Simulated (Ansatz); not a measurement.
Mulliken charges of H₂O₂S₂W, SMILES `[OH][W]([OH])(=[S])=[S]` from B3LYP/def2-TZVPP in Ansatz (PBE0-D4/def2-TZVP geometry).

```json
{"atom": "O1", "x (Å)": "-0.559", "y (Å)": "1.016", "z (Å)": "-1.277", "charge (e)": "-0.383"}
{"atom": "W2", "x (Å)": "0.326", "y (Å)": "0.140", "z (Å)": "0.119", "charge (e)": "0.794"}
{"atom": "O3", "x (Å)": "0.276", "y (Å)": "-1.712", "z (Å)": "-0.145", "charge (e)": "-0.383"}
{"atom": "S4", "x (Å)": "-0.590", "y (Å)": "0.628", "z (Å)": "1.971", "charge (e)": "-0.227"}
{"atom": "S5", "x (Å)": "2.359", "y (Å)": "0.763", "z (Å)": "0.122", "charge (e)": "-0.231"}
{"atom": "H6", "x (Å)": "-1.439", "y (Å)": "1.390", "z (Å)": "-1.183", "charge (e)": "0.215"}
{"atom": "H7", "x (Å)": "-0.311", "y (Å)": "-2.293", "z (Å)": "0.346", "charge (e)": "0.215"}
```

By hand: the dipole of these point charges (1 e Å = 4.8032 D).

Σ q r = (-0.420, -0.135, -0.016) e Å, of length 0.441 e Å = 2.12 D.

How does the dipole of the full density compare? (An estimate is asked.)

The calculation gave: (-0.667, -0.250, -0.111) e Å, 3.46 D; the point charges give 0.61 times that, at 7° from its direction.

Point charges leave out the atoms' own dipoles, such as those of lone pairs, and Mulliken's split depends on the basis, so the two needn't agree.

B3LYP here is the variant with VWN-RPA as its local correlation; programs differ in this.
